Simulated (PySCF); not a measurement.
A structure optimised at B3LYP-D3(BJ)/def2-SVP, used in a PySCF frequency run:

```
O
C 1 1.4123
H 2 1.1004 1 108.49
H 2 1.1021 3 109.26 1 120.13
H 2 1.1021 3 109.26 4 119.74
W 1 1.8592 2 146.33 3 -180.00
O 6 1.7131 1 108.51 2 -57.50
O 6 1.7131 7 106.22 1 -116.49
F 6 1.8794 7 110.51 8 -119.89
```
Charge 0, spin multiplicity 1.

**Question.** Write its SMILES, formula and point group.

**Answer.** C[O][W](=[O])(=[O])[F], CH3FO3W, Cs

**Question.** What are its rotational constants (standard atomic weights)?

**Answer.** 3.6202, 1.7518, 1.6586 GHz
